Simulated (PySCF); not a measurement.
Assigning NMR signals

Atoms are numbered as in `[CH3:1][C:2]#[C:3][PH:4][c:5]1[cH:6][cH:7][cH:8][o:9]1` (H(Xn): hydrogen on atom n).

[PySCF 2.14: GIAO PBE0/pcSseg-1 shieldings; geometry from GFN2-xTB; no solvent model; averaged over atoms made equivalent by symmetry, fast rotation or ring inversion; relativity neglected; one computed conformer]

Shifts are taken against calculated references (same method and geometry level): TMS for ¹³C and ¹H.

**Question.** Assign these signals to the numbered atoms. ¹³C{¹H} NMR (computed): δ 154.4 (C), 151.7 (CH), 123.5 (CH), 117.8 (CH), 109.8 (C), 77.0 (C), 6.1 (CH3).

**Answer.** 
154.4 → C5, substituted aromatic carbon next to the ring oxygen
151.7 → C8, aromatic CH next to the ring oxygen
123.5 → C6, aromatic CH
117.8 → C7, aromatic CH
109.8 → C2, alkyne carbon
77.0 → C3, alkyne carbon: sp carbons lie upfield of alkene carbons because the cylindrical π system leaves one tensor component strongly shielded
6.1 → C1, propargylic methyl carbon: a saturated carbon with 1 carbon neighbour and no heteroatom attached

**Question.** Assign these signals to the numbered atoms. ¹H NMR (400 MHz, computed): δ 7.71 (m, 1H), 6.85 (m, 1H), 6.65 (m, 1H), 5.31 (m, 1H), 2.06 (s, 3H).

**Answer.** 
| δ (ppm) | atoms | environment | reason |
| --- | --- | --- | --- |
| 7.71 | H(C8) | hydrogen on an aromatic CH next to the ring oxygen | ring-current deshielding |
| 6.85 | H(C6) | hydrogen on an aromatic CH | the ring current deshields protons in the ring plane |
| 6.65 | H(C7) | hydrogen on an aromatic CH | – |
| 5.31 | H(P4) | hydrogen on a phosphorus bonded to 2 C | – |
| 2.06 | H(C1) | hydrogen on a propargylic methyl carbon | – |

Splittings by ³¹P in the carbon and heteronuclear signals aren't shown, as no couplings were computed. Shifts are as computed. Against solution values, carbons near 30 ppm lie about +3 ppm off and those near 130 ppm about +5 ppm. Of 1211 compounds with measured shifts, 218 miss one by over three times the rms of a fit or turn the order of signals round; such compounds aren't used in these exercises. No couplings were computed; multiplicities are counted from neighbouring protons, with m where these are inequivalent, close in shift, in a saturated or five-membered ring or joined by F or P, and br s for small geminal =CH2 splittings.
